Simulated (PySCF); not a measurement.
Compound: C5H2F6.
Geometry (PBE0-D3(BJ)/def2-SVP, Å), atoms numbered from 1 in this order:
```
atom  x, y, z in Å
C1     2.3923    0.2342   -0.2916
C2     1.1075    0.1024   -0.1365
C3    -0.1885   -0.0247    0.0161
C4    -0.8173   -1.3616    0.3310
F5    -1.4536   -1.8603   -0.7285
F6    -1.7101   -1.2452    1.3147
F7     0.1001   -2.2470    0.7057
C8    -1.1081    1.1680   -0.1003
F9    -0.4950    2.1924   -0.6836
F10   -1.5250    1.5730    1.0992
F11   -2.1899    0.8669   -0.8188
H12    3.0384    0.4743    0.5590
H13    2.8554    0.1091   -1.2757
```

Level of theory: PySCF 2.14.0, PBE0-D3(BJ)/def2-SVP geometry optimisation, gas phase.

Masses are those of the commonest isotopes; rigid-rotor values at the optimised geometry. 

(1) Give the principal moments of inertia and the rotational constants in GHz.

(2) What kind of rotor is it?

(3) What does the inertial defect say?

(4) Which lines would a microwave search look for?

(5) Estimate the classical rotational partition function at 10 K, 200 K and 298.15 K.

Results:

(1) Ia = 374.21, Ib = 482.27, Ic = 677.66 u·Å²; 505379 MHz·u·Å²/I gives 1351, 1048 and 745.8 MHz, that is A = 1.3505, B = 1.0479, C = 0.7458 GHz.

(2) An asymmetric top. Ray's parameter κ = (2B − A − C)/(A − C) = -0.001; −1 is the prolate and +1 the oblate limit.

(3) Not planar: Δ = Ic − Ia − Ib = -178.82 u·Å². For a rigid frame Δ = −2 Σ m c², so Σ m c² = 89.41 u·Å² lies off the ab plane: 1.78 from hydrogen and 87.63 from heavier atoms. The atom farthest from that plane is 1.20 Å away.

(4) The dipole components are |μa| = 0.04 D, |μb| = 3.25 D, |μc| = 0.01 D. The squared components, which scale the intensities, stand as 0.00 : 1.00 : 0.00 (a : b : c). Some of the stronger lines:

| type | branch | J(Ka,Kc) | MHz | lower level (cm⁻¹) |
| --- | --- | --- | --- | --- |
| b | Q | 1(1,0) ← 1(0,1) | 605 | 0.060 |
| b | Q | 2(1,1) ← 2(0,2) | 1047 | 0.175 |
| b | Q | 2(2,0) ← 2(1,1) | 1048 | 0.210 |
| b | Q | 2(2,1) ← 2(1,2) | 1814 | 0.180 |
| b | R | 1(1,1) ← 0(0,0) | 2096 | 0.000 |
| b | R | 2(0,2) ← 1(1,1) | 3145 | 0.070 |
| b | R | 2(1,2) ← 1(0,1) | 3588 | 0.060 |
| b | R | 2(2,1) ← 1(1,0) | 4797 | 0.080 |
| b | R | 2(2,0) ← 1(1,1) | 5240 | 0.070 |

(5) Point group C2, symmetry number σ = 2; q = (√π/σ)·√((kT/h)³/(ABC)), k/h = 20836.6 MHz/K: 2590 at 10 K, 232000 at 200 K, 422000 at 298.15 K.

No frequency check. Constants of a rigid frame at the computed geometry: no zero-point averaging, no centrifugal distortion.
